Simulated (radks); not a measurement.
All-electron atom: Zn XVI in [Ne] 3s2 3p3 (the NIST ground configuration). Calculated with a radial shooting solver on a logarithmic mesh with Libxc functionals: Dirac Kohn-Sham, relativistic LDA (MacDonald-Vosko exchange, VWN5 correlation), spin-unpolarised, spherical densities, finite nucleus; open shells fill j = l - 1/2 first; Fermi nuclear charge, rms radius 3.9283 fm. Some entries of the table are withheld. Estimate them.

orbital,occ.,eigenvalue (eV),<r> (bohr),r(max) (bohr)
1s1/2,2,-10005.38,0.05047,0.03303
2s1/2,2,-1673.092,0.2248,0.1893
2p1/2,2,-1540.715,0.1944,0.1498
2p3/2,4,-1516.660,0.1977,0.1526
3s1/2,2,-560.5110,(1),(2)
3p1/2,2,-517.3729,0.5734,0.5261
3p3/2,1,-512.5018,0.5789,0.5316

Answer. 
(1) 3s1/2 <r> (bohr): 0.5847
(2) 3s1/2 r(max) (bohr): 0.5424
